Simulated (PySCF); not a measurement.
**Electron correlation in Mg²⁺ (magnesium, charge +2)**

[Ne], closed-shell 1S. All numbers are calculated (PySCF 2.14, the spin-free X2C one-electron Hamiltonian (Gaussian nucleus), in aug-cc-pVDZ-DK (5s4p2d, 27 functions)). Frozen: [He] 2s2; 6 electrons correlated.

Total MP2 correlation energy: -1.83 mhartree.

Same-spin part -0.53 and opposite-spin part -1.30 mhartree; SCS-MP2 scales them by 1/3 and 6/5 to -1.74 mhartree.

```tsv
level	correlation energy (mhartree)
CCSD	-1.77
(T)	-0.03
CCSD(T)	-1.80
```

Diagnostics: T1 = 0.00085, D1 = 0.0012, largest double amplitude 0.003.

Q: Is a single reference adequate?

A: Yes: T1 lies below 0.03 and no double amplitude reaches 0.07.
